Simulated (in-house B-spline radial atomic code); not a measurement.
How numerical settings move a run on the aluminium ion Al⁺, [Ne] 3s2. Computed with a B-spline radial code for spherical atoms: scalar-relativistic (X2C) OLYP, spherical fractional occupations, Fermi nucleus of rms radius 3.061 fm.

Command:
```bash
python run_scf.py task.json out
```
Settings of the sound reference run:
```
Z                13
electrons        12
configuration    [Ne] 3s2
hamiltonian      x2c
method           optx,lyp
spin_polarised   False
nucleus          fermi
rms_radius       3.061
mass_number      27
atomic_mass      26.98154
speed_of_light   137.036
knot_spacing     0.22
spline_order     8
gauss_points     12
box_radius       35.29
max_iterations   70
damping          0.5
damped_steps     3
diis_vectors     10
tolerance        1e-08
start            Thomas-Fermi
```

Time taken, with all properties: 0.32 s on 1 thread of Arm Neoverse N1 (shared host).

It converges in 9 iterations to -242.597450 hartree, with 3s at -14.5817 eV. The other runs change the listed settings, some to values that make no sense; their results aren't properties of the atom or ion. Radii are in bohr (the nuclear one in fm), a minus after a letter asks for a j subshell, and «unchanged» means within 1e-8 hartree. The run stops when the residual is below 10 × tolerance × max(1, Z/10), or a noise floor if that is larger, and the energy moves by less than 1e-8 × √|E| hartree; so very loose and very tight tolerances often act alike.

| changed settings | outcome |
| --- | --- |
| diis_vectors = 0 | converged in 21 iterations, energy unchanged |
| gauss_points = 5, box_radius = 141.16, max_iterations = 75, damping = 0.95, start = bare nucleus | converged in 12 iterations, energy -1.58e-07 hartree from the reference, 3s level -9.5e-07 eV |
| max_iterations = 8 | not converged after 8 iterations, last residual 2.6e-06, last energy +1.20e-10 hartree from the reference |
| diis_vectors = 1 | converged in 26 iterations, energy unchanged, 3s level +1.8e-06 eV |
| first_knot = 0.00769 | converged in 9 iterations, energy +7.25e-05 hartree from the reference, 3s level +5.4e-05 eV |
| first_knot = 0.0769 | converged in 9 iterations, energy +1.97e-02 hartree from the reference, 3s level +6.4e-04 eV |
| knot_spacing = 0.75, gauss_points = 4, max_iterations = 60, damping = 0.2, damped_steps = 30 | converged in 14 iterations, energy +2.61e-02 hartree from the reference, 3s level -1.6e-03 eV |
| first_knot = 0.000769 | converged in 9 iterations, energy -5.10e-06 hartree from the reference, 3s level +3.9e-05 eV |
| first_knot = 7.69e-06 | converged in 9 iterations, energy +3.74e-07 hartree from the reference, 3s level +7.4e-05 eV |
| diis_vectors = 20 | converged in 9 iterations, energy unchanged |
| max_iterations = 5 | not converged after 5 iterations, last residual 2.0e-03, last energy +8.70e-05 hartree from the reference |
| max_iterations = 2 | not converged after 2 iterations, last residual 8.6e-02, last energy +1.44e-01 hartree from the reference |
| first_knot = 0.0231 | converged in 9 iterations, energy +1.71e-03 hartree from the reference, 3s level +1.1e-04 eV |
| electrons = 20, configuration = [Ne] 3s2 5s2 5p6, max_iterations = 75 | converged in 54 iterations to -241.7836 hartree, a different physical problem (warning: 5s has a positive eigenvalue: unbound, held by the box) |
| first_knot = 0.231 | converged in 9 iterations, energy +1.74e-01 hartree from the reference, 3s level +5.6e-03 eV |
| first_knot = 7.69e-05 | converged in 9 iterations, energy +2.15e-06 hartree from the reference, 3s level +1.6e-05 eV |

Problem. What happens with max_iterations = 3?

Solution. Not converged after 3 iterations, last residual 1.7e-02, last energy +6.22e-03 hartree from the reference.

Problem. What happens with spline_order = 4, max_iterations = 60, damped_steps = 8?

Solution. Converged in 13 iterations, energy +5.68e-05 hartree from the reference, 3s level -1.8e-05 eV.

Problem. What happens with electrons = 13, configuration = [Ne] 3s3, max_iterations = 100?

Solution. Stopped with error: shell 3s holds at most 2 electrons.

Problem. What happens with diis_vectors = 2?

Solution. Converged in 10 iterations, energy unchanged.
